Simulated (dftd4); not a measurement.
C$_{2}$H$_{5}$O (SMILES C[CH]O), doublet, geometry from GFN2-xTB; D4 for blyp run with dftd4 4.2.0.

Here is a job for dftd4.
```
$ dftd4 mol.xyz --func blyp --charge 0 --json dftd4.json --noedisp --grad

# file mol.xyz
8

C     -1.22003785    -0.15018634     0.22165959
C      0.18174770     0.29955908     0.36369331
O      1.07789729    -0.19148884    -0.56006942
H     -1.71996174    -0.14101452     1.18910887
H     -1.79804751     0.49294177    -0.45494149
H     -1.23390671    -1.15812005    -0.18589083
H      0.41541138     1.23769409     0.84206121
H      1.94306715     0.20417300    -0.42189986
```

### Question
What does dftd4 print? Leave out banner, timings and long lists.

### Answer

```
                    ____  _____ _____     ____  _  _
      -------------|  _ \|  ___|_   _|---|  _ \| || |------------
     |             | | | | |_    | | ___ | | | | || |_           |
     |             | |_| |  _|   | ||___|| |_| |__   _|          |
     |             |____/|_|     |_|     |____/   |_|            |
     |             ===================================           |
     |            E. Caldeweyher, S. Ehlert & S. Grimme          |
     |          Mulliken Center for Theoretical Chemistry        |
     |                    University of Bonn                     |
      -----------------------------------------------------------

Rational (Becke-Johnson) damping: blyp-D4-ATM
---------------------
  s6         1.0000
  s8         2.3408
  s9         1.0000
  a1         0.4449
  a2         4.0933
 alp        16.0000
--------------------

Dispersion energy:      -7.3804375351474E-03 Eh

Gradient norm:           6.0215615193757E-04 Eh/a0
--------------------------------------------------
     #    Z           dE/dx      dE/dy      dE/dz
--------------------------------------------------
     1    6 C    -3.398E-04 -4.169E-05  5.640E-05
     2    6 C     4.962E-05  6.535E-05  5.630E-05
     3    8 O     4.099E-04 -9.832E-06 -1.381E-04
     4    1 H    -9.593E-05 -1.906E-05  4.529E-05
     5    1 H    -1.140E-04  6.498E-06 -1.261E-05
     6    1 H    -6.153E-05 -3.566E-05  1.479E-06
     7    1 H     6.714E-05  4.432E-05  2.306E-05
     8    1 H     8.450E-05 -9.933E-06 -3.186E-05
--------------------------------------------------

Virial:
--------------------------------------------------
      component           x          y          z
--------------------------------------------------
          x       2.841E-03  2.199E-04 -5.986E-04
          y       2.199E-04  2.414E-04  8.041E-05
          z      -5.986E-04  8.041E-05  3.826E-04
--------------------------------------------------

[Info] Dispersion results written to 'dftd4.txt'
[Info] JSON dump of results written to 'dftd4.json'
```
